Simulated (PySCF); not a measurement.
A calculated (UHF, PySCF 2.14, x2c-SVPall, the spin-free X2C one-electron Hamiltonian (Gaussian nucleus)) atom or ion has these occupied shells.

| shell | electrons | orbital energy (eV) | rms radius, mean of both spins (bohr) |
| --- | --- | --- | --- |
| 1s α | 1 | -21160.4 | 0.0394 |
| 1s β | 1 | -21160.4 | 0.0394 |
| 2s α | 1 | -3101.3 | 0.162 |
| 2s β | 1 | -3100.0 | 0.162 |
| 2p α | 3 | -2771.1 | 0.144 |
| 2p β | 3 | -2770.0 | 0.144 |
| 3s α | 1 | -580.00 | 0.441 |
| 3s β | 1 | -579.24 | 0.441 |
| 3p α | 3 | -468.33 | 0.447 |
| 3p β | 3 | -467.52 | 0.447 |
| 3d α | 5 | -287.82 | 0.435 |
| 3d β | 5 | -286.07 | 0.435 |
| 4s α | 1 | -101.03 | 1.13 |
| 4s β | 1 | -93.419 | 1.13 |
| 4p α | 3 | -68.489 | 1.26 |
| 4p β | 3 | -58.806 | 1.26 |
| 4d α | 5 | -21.618 | 1.78 |
| 5s α | 1 | -14.388 | 3.33 |

**Question.** Name the element and its charge.

**Answer.** Tc⁺ (technetium, charge +1), in [Kr] 4d5 5s1, high-spin 7S determinant.
